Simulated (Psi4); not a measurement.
C2H8FNOSi (SMILES CCO[SiH](N)F), singlet, geometry from GFN2-xTB, atoms displaced at random by about 0.03 Å a coordinate; TPSS/STO-3G, gradient (Psi4 1.11).

The Psi4 input:
```
memory 2 GB

molecule {
0 1
  Si    0.74130110   -0.28977435   -0.70053156
  N     1.52799248   -1.33919954    0.35374212
  F     1.57258364    1.07057963   -1.02122248
  O    -0.56694653    0.45794035   -0.02136168
  C    -1.66295627   -0.22065944    0.51900750
  C    -2.40123092    0.75763495    1.35914248
  H     0.51101418   -0.99389840   -1.98385802
  H     1.55309057   -1.14616844    1.33049448
  H     2.39176104   -1.81691287    0.13198608
  H    -2.31900292   -0.58154884   -0.30270141
  H    -1.32360359   -1.19779623    1.10471756
  H    -1.76121626    1.03271648    2.23303327
  H    -2.68544334    1.69782577    0.76839115
  H    -3.28266816    0.25658718    1.85164921
symmetry c1
no_reorient
no_com
}

set basis sto-3g

gradient('tpss')
print_variables()
```

The log (banner, timings and long lists left out):

```
gradient() will perform analytic gradient computation.

   => Loading Basis Set <=

    Name: STO-3G
    Role: ORBITAL
    Keyword: BASIS

         ---------------------------------------------------------
                                   SCF
               by Justin Turney, Rob Parrish, Andy Simmonett
                          and Daniel G. A. Smith
                              RKS Reference
         ---------------------------------------------------------

  ==> Geometry <==

    Molecular point group: c1
    Full point group: C1

    Geometry (in Angstrom), charge = 0, multiplicity = 1:

       Center              X                  Y                   Z               Mass
    ------------   -----------------  -----------------  -----------------  -----------------
         SI           0.741301100000    -0.289774350000    -0.700531560000    27.976926534650
         N            1.527992480000    -1.339199540000     0.353742120000    14.003074004430
         F            1.572583640000     1.070579630000    -1.021222480000    18.998403162730
         O           -0.566946530000     0.457940350000    -0.021361680000    15.994914619570
         C           -1.662956270000    -0.220659440000     0.519007500000    12.000000000000
         C           -2.401230920000     0.757634950000     1.359142480000    12.000000000000
         H            0.511014180000    -0.993898400000    -1.983858020000     1.007825032230
         H            1.553090570000    -1.146168440000     1.330494480000     1.007825032230
         H            2.391761040000    -1.816912870000     0.131986080000     1.007825032230
         H           -2.319002920000    -0.581548840000    -0.302701410000     1.007825032230
         H           -1.323603590000    -1.197796230000     1.104717560000     1.007825032230
         H           -1.761216260000     1.032716480000     2.233033270000     1.007825032230
         H           -2.685443340000     1.697825770000     0.768391150000     1.007825032230
         H           -3.282668160000     0.256587180000     1.851649210000     1.007825032230

  Running in c1 symmetry.

  Rotational constants: A =      0.17146  B =      0.05437  C =      0.04588 [cm^-1]
  Rotational constants: A =   5140.16163  B =   1630.11668  C =   1375.49783 [MHz]
  Nuclear repulsion =  328.688755542403499

  Charge       = 0
  Multiplicity = 1
  Electrons    = 58
  Nalpha       = 29
  Nbeta        = 29

  ==> Algorithm <==

  SCF Algorithm Type is DF.
[...]
  @DF-RKS Final Energy:  -592.92536576118539
    Total Energy =                       -592.9253657611853896
[...]

   => Composite Functional: TPSS <=

    TPSS Meta-GGA XC Functional

    J. Tao, et al., Phys. Rev. Lett., 91, 146401, 2003

    Deriv               =              1
    GGA                 =           TRUE
    Meta                =           TRUE

    Exchange Hybrid     =          FALSE
    MP2 Hybrid          =          FALSE

   => Exchange Functionals <=

    1.0000   XC_MGGA_X_TPSS

   => Correlation Functionals <=

    1.0000   XC_MGGA_C_TPSS

   => LibXC Density Thresholds  <==

    XC_MGGA_C_TPSS:  1.00E-15
    XC_MGGA_X_TPSS:  1.00E-15

   => Molecular Quadrature <=

    Radial Scheme          =       TREUTLER
    Pruning Scheme         =           NONE
    Nuclear Scheme         =       TREUTLER

    Blocking Scheme        =         OCTREE
    BS radius alpha        =              1
    Pruning alpha          =              1
    Radial Points          =             75
    Spherical Points       =            302
    Total Points           =         296965
    Total Blocks           =           2261
    Max Points             =            256
    Max Functions          =             39
    Weights Tolerance      =       1.00E-15

  -Total Gradient:
     Atom            X                  Y                   Z
    ------   -----------------  -----------------  -----------------
       1       -0.003408035164     0.000439803564     0.042288030839
       2        0.011179258803     0.016886067115     0.011128727549
       3       -0.011564084338    -0.010291199022     0.004768745026
       4       -0.019390111639    -0.039376605649     0.002993986176
       5       -0.014418601313     0.081857811868     0.008778080443
       6        0.034667321783    -0.033061588649    -0.051103266570
       7       -0.001179751830    -0.001819697831    -0.009380011859
       8        0.001889217671    -0.012816765229    -0.048032687668
       9       -0.022169633908     0.015703469348     0.015027820920
      10        0.010603049661     0.007918208717     0.004406901623
      11        0.018119486660    -0.031723722273     0.010751237277
      12        0.001784960509    -0.007474973193     0.009906564042
      13       -0.003617872526     0.025522678783    -0.016867443716
      14       -0.002634855036    -0.012010147245     0.014977077401

  Variable Map:
  ----------------------------------------------------------------------------
[...]
  Array Variable Map:
  ----------------------------------------------------------------------------
[...]
[...]
```
